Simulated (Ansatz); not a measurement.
Species: Hg₂ (charge +1, doublet). The spin state was set by rule; other spins were not relaxed. 
Coordinates optimised at B3LYP-D3(BJ)/def2-TZVP (Ansatz, a first-principles code):
```xyz
2

Hg     0.0000     0.0000    -1.4370
Hg     0.0000     0.0000     1.4370
```
Charge +1, spin multiplicity 2.

Property: vertical electron affinity (to the singlet state of charge +0; a negative value means that the extra electron is unbound and the number depends on the basis; each state is the SCF solution reached for its spin), in eV. Cores are frozen in the correlated levels unless marked. Open shells are spin-unrestricted. No spin-orbit coupling. Frozen are the shells of the preceding noble gas and the d and f shells that filled before the atom's block. Past Kr the def2 sets carry scalar-relativistic core potentials. Basis-set limits of correlation are two-point, X^-3; Hartree-Fock from the larger set.

| level | program | vertical electron affinity (eV) | minus last row |
|---|---|---|---|
| PBE/def2-TZVPD | Ansatz | 8.58 | -0.10 |
| r2SCAN/def2-TZVPD | Ansatz | 8.55 | -0.13 |
| BHLYP/def2-TZVPD | Ansatz | 8.20 | -0.48 |
| wB97X-V/def2-TZVPD | Ansatz | 8.27 | -0.41 |
| CCSD/def2-QZVPPD | Ansatz | 8.48 | -0.20 |
| CCSD/CBS(def2-TZVPPD,def2-QZVPPD) | Ansatz | 8.52 | -0.16 |
| CCSD(T)/CBS(def2-TZVPPD,def2-QZVPPD) | Ansatz | 8.68 | 0.00 |
